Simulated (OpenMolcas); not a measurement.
# Au⁺: effect of the IPEA shift

```
Program             : OpenMolcas
Basis               : ANO-RCC-VTZP [8s7p5d3f1g]
Scalar Hamiltonian  : DKH2, point nucleus
Active space        : 10 electrons in 9 orbitals (RAS2 5d 6s; RAS3 6p, at most 2 electrons)
State averaging     : 2S+1 = 1 even, 20 roots; 2S+1 = 3 even, 15 roots kept (CI in the orbitals of an earlier block); 2S+1 = 1 odd, 7 roots (0 in the spin-orbit step); 2S+1 = 3 odd, 3 roots kept (CI in the orbitals of an earlier block)
Spin-orbit coupling : state interaction with AMFI integrals over the reference wave functions, term energies averaged over their components
```

Methods on the same reference wave functions:
A. RASSCF
B. MS-RASPT2, IPEA 0 Eh, imaginary shift 0.1 Eh (closed shells correlated: 5s 5p)
C. MS-RASPT2, IPEA 0.25 Eh, imaginary shift 0.1 Eh (closed shells correlated: 5s 5p)

Energies in cm-1 above 5d10 1S0, the measured ground level; measured values from NIST Handbook of Basic Atomic Spectroscopic Data.

| Level | A | B | C | Measured |
| --- | --- | --- | --- | --- |
| 5d10 1S0 | 0.0 | 0.0 | 0.0 | 0.0 |
| 5d9 6s 3D3 | 557 | 12320 | 12980 | 15040 |
| 5d9 6s 3D2 [56 %] | 3193 | 14520 | 15250 | 17641 |
| 5d9 6s 3D1 | 13519 | 25280 | 25940 | 27766 |
| 5d9 6s 1D2 [55 %] | 15535 | 27000 | 27740 | 29621 |
| 5d8 6s2 3F4 | 20959 | 35550 | 37030 | 40479 |

Deviations, from unrounded energies. A percentage is the sum of absolute deviations over the sum of measured energies, with the sign that they share, or ± where signs differ.

| Against measurement | Levels | A | B | C |
| --- | --- | --- | --- | --- |
| mean absolute deviation (cm-1) | 5 | 15000 | 3200 | 2300 |
| other configurations (%) | 5 | -58.8 | -12.2 | -8.9 |

C lies closest to measurement on these levels and A furthest from it. The largest miss of C in the table is 5d8 6s2 3F4, by -3500 cm-1. The ranking rests on the paired levels alone, and a cruder setting can come out closer through cancelling errors.

Between B and C the level of the table that moves most is 5d8 6s2 3F4, by 1500 cm-1 (lowest in B, highest in C). Moves below CASPT2's spread within the term are not significant.

The mean deviations of B to C differ by less than CASPT2's widest spread within a term (1300 cm-1), so their order carries little weight.

The lowest spin-free term lies below A's lowest term by 0.570 hartree in B, 0.568 hartree in C.

CASPT2 does not keep the components of a term degenerate, so their means are used; among the terms shown or strongly mixed into the levels shown the widest spread is 1300 cm-1 (5d8 6s2 3F, B). Some high roots are left out of the spin-orbit mixing, which shifts the levels that they would mix with. Terms from blocks run as CI alone lack orbitals of their own. A single d shell beside an s shell can misplace configurations of different d count against each other. Without dynamic correlation excited terms often stand tens of per cent too high (terms of higher spin than the ground term too low), and those without a measured partner can miss by more than the paired ones (holds for A). Computed and measured levels are paired by configuration, term and J; levels that our copy of the source lacks, or whose pairing is in doubt (as where it misses far off the trend of its configuration), stay unpaired and out of the deviations. Where the source uses jj or jK labels, the order within each J decides. Only configurations of the active space appear. Levels that lie high or do not pair safely by name in every column are left out.

A share in square brackets marks a mixed level and gives the weight of the term that names it, the lowest over the columns.
